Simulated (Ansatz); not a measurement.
`ClB[SeH]`, relaxed with RKS PBE0-D4/def2-TZVP in the Gaussian-basis code of Ansatz from a PBE-D4/def2-SVP geometry. The force threshold is 0.005 eV/Å; the program also tests the step.

The species carries charge 0 and has multiplicity 1.

Start:

```xyz
5

Cl   -0.526   -0.825   -1.967
B    -0.159    0.080   -0.506
Se    0.380   -0.883    1.080
H    -0.240    1.287   -0.514
H     0.544    0.340    1.907
```

(1) How much energy does the relaxation release, and in how many steps? (An estimate is asked.)

(2) Which bonds change most? (An estimate is asked.)

(3) Give the relaxed structure. (An estimate is asked.)

Results:

(1) Computed: 1.39 kJ/mol, in 5 steps.

(2) Ansatz gave: B2–H4 from 1.210 to 1.188 Å; Se3–H5 from 1.486 to 1.469 Å; B2–Se3 from 1.932 to 1.916 Å; Cl1–B2 from 1.758 to 1.743 Å.

(3) Ansatz gave: 
```xyz
5

Cl   -0.523   -0.815   -1.950
B    -0.155    0.083   -0.503
Se    0.377   -0.872    1.071
H    -0.239    1.268   -0.511
H     0.539    0.335    1.893
```
